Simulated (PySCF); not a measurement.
**Radial density of Cl (chlorine, neutral)**

PBEsol, [Ne] 3s2 3p5, 2P determinant. All numbers are calculated (PySCF 2.14, no relativity, point nucleus, in aug-cc-pwCVDZ (6s5p3d, 36 functions)).

```csv
r (bohr),4πr²ρ (e/bohr),4πr²(ρα − ρβ)
0.00127,0.06182,0.0000
0.00213,0.1703,0.0000
0.00358,0.4576,0.0000
0.00603,1.193,0.0000
0.0101,2.934,0.0000
0.0171,6.576,0.0002
0.0287,12.57,0.0009
0.0482,18.55,0.0051
0.0811,18.45,0.0231
0.136,13.51,0.0771
0.230,16.74,0.1393
0.386,17.86,0.0624
0.650,6.227,0.0434
1.09,4.141,0.5147
1.84,3.519,0.5204
3.09,0.6678,0.0982
5.20,0.02227,0.0019
8.74,0.0001663,0.0000
```
